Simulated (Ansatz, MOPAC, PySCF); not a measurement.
Potential energy curve for Mg2, singlet.

- UKS-PBE = Ansatz (a quantum-chemistry and plane-wave program) with unrestricted PBE/aug-cc-pVTZ
- RMP2 = MP2 on RHF/aug-cc-pVTZ, frozen core in Ansatz
- AM1, restricted, heats of formation (MOPAC)
- RKS-LDA (SVWN5)/6-31G* = restricted LDA (SVWN5)/6-31G*, spherical d (PySCF 2.14.0)

Energies are in kcal/mol, each relative to the lowest point of its own curve near equilibrium.

```tsv
R / Å	UKS-PBE	RMP2	AM1	RKS-LDA (SVWN5)/6-31G*
2.70	9.0	12.8	31.8	7.7
2.90	3.9	6.9	16.3	3.1
3.06	1.7	4.1	9.0	1.2
3.27	0.4	1.9	3.6	0.1
3.43	0.0	1.0	1.6	0.0
3.49	0.0	0.8	1.1	0.0
3.60	0.0	0.5	0.5	0.2
3.71	0.2	0.2	0.1	0.4
3.83	0.4	0.1	0.0	0.8
3.98	0.7	0.0	0.0	1.2
4.24	1.3	0.0	0.3	2.0
4.52	1.8	0.1	0.6	2.7
4.80	2.2	0.2	0.9	3.3
5.36	2.8	0.5	1.1	4.1
5.94	3.0	0.7	1.2	4.5
6.38	3.2	0.8	1.2	4.7
7.09	3.2	0.8	1.2	4.9
7.85	3.3	0.9	1.2	4.9
8.84	3.3	0.9	1.2	4.9
9.85	3.3	0.9	1.2	5.0
10.88	3.3	0.9	1.2	5.0
```

At the longest distance, 10.88 Å, RKS-LDA (SVWN5)/6-31G* lies highest above its minimum (5.0 kcal/mol) and RMP2 lowest (0.9 kcal/mol).
